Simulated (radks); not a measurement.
Task: The mean radii <r> (bohr) of the occupied orbitals of an atom or ion are listed with their occupations. All-electron calculation, scalar-relativistic Kohn-Sham, PBE, spin-polarised, spherical densities, finite nucleus; Fermi nuclear charge, rms radius of each element as measured or else 0.836 A^(1/3) + 0.57 fm. Program: a radial shooting solver on a logarithmic mesh with Libxc functionals.

| orbital | occ. | <r> |
|---|---|---|
| 1s down | 1 | 0.02151 |
| 1s up | 1 | 0.02151 |
| 2s up | 1 | 0.09151 |
| 2s down | 1 | 0.09151 |
| 2p up | 3 | 0.08089 |
| 2p down | 3 | 0.08089 |
| 3s up | 1 | 0.2393 |
| 3s down | 1 | 0.2391 |
| 3p up | 3 | 0.2380 |
| 3p down | 3 | 0.2378 |
| 3d up | 5 | 0.2165 |
| 3d down | 5 | 0.2162 |
| 4s up | 1 | 0.5324 |
| 4s down | 1 | 0.5326 |
| 4p up | 3 | 0.5592 |
| 4p down | 3 | 0.5596 |
| 4d up | 5 | 0.5917 |
| 4d down | 5 | 0.5926 |
| 4f up | 4 | 0.6337 |

Name the element and its charge. Open shells, if any, are filled with parallel spins first.

Result: Z = 65, terbium, charge +15: Tb15+ in [Kr] 4d10 4f4. The 1s radius gives Z: for a bare nucleus <r> = (2 gamma + 1)/(2Z) with gamma = sqrt(1 - (Z/c)^2), 0.02124 bohr for Z = 65, and screening makes it slightly larger (0.02151 here). The occupations add up to 50, and the charge is Z minus that.
